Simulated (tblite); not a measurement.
Compound: C6H13P2 (charge -1).
SMILES with atom numbers: `[CH3:1][P:2]([CH3:3])[CH2:4][P-:5][CH:6]1[CH2:7][CH2:8]1` (hydrogens: H9, H10, H11 on C1; H12, H13, H14 on C3; H15, H16 on C4; H17 on C6; H18, H19 on C7; H20, H21 on C8)

A start from a force field or distance geometry was refined with tblite, GFN2-xTB geometry optimisation, gas phase. Values at the start:

```tsv
coordinate	start
C1–P2	1.846 Å
C1–H9	1.104 Å
P2–C4	1.841 Å
C4–P5	1.821 Å
C4–H15	1.112 Å
P5–C6	1.791 Å
C6–C7	1.505 Å
C6–H17	1.111 Å
C7–C8	1.514 Å
C7–H18	1.125 Å
C7–H19	1.090 Å
C1–P2–C3	114.6°
C1–P2–C4	114.1°
P2–C4–P5	112.9°
C3–P2–C4	114.4°
C4–P5–C6	107.1°
P5–C6–C7	121.4°
P5–C6–C8	120.4°
C7–C6–C8	60.1°
```

**Question.** How do these coordinates change at the GFN2-xTB level?

**Answer.** 
```
coordinate  GFN2-xTB (Å or °)  change
     P5–C6              1.846  +0.055
     C4–P5              1.864  +0.043
    C7–H18              1.084  -0.041
     P2–C4              1.875  +0.034
    C6–H17              1.090  -0.021
     C7–C8              1.496  -0.018
    C4–H15              1.096  -0.016
     C6–C7              1.495  -0.010
    C7–H19              1.081  -0.009
     C1–H9              1.097  -0.007
     C1–P2              1.843  -0.003
  C1–P2–C3               96.4   -18.2
  C3–P2–C4               96.5   -17.9
  C1–P2–C4               99.1   -15.0
  C4–P5–C6               95.7   -11.4
  P2–C4–P5              118.6    +5.7
  P5–C6–C7              119.2    -2.2
  P5–C6–C8              120.8    +0.4
  C7–C6–C8               59.9    -0.2
```

The energy falls by 39.7 kcal/mol over 187 L-BFGS steps, the largest force on an atom goes from 3.88 to 0.010 eV/Å, and the atoms move by 0.885 Å rms after alignment. The bond that changes most is P5–C6 (ends: phosphorus bonded to 2 C; sp3 carbon bound to phosphorus), which lengthens by 0.055 Å. Bonds longer at the end by more than 0.005 Å: 4 of 21; shorter: 16. Among the dihedrals that turn most is H15–C4–P5–C6, from 83° to 137°. Rotational constants go from 3584, 586.8, 550.7 to 3005, 721.0, 691.4 MHz.

Its GFN2-xTB frequencies are all real (lowest 33 cm⁻¹).

One conformer stands for the species.

These are computed values.
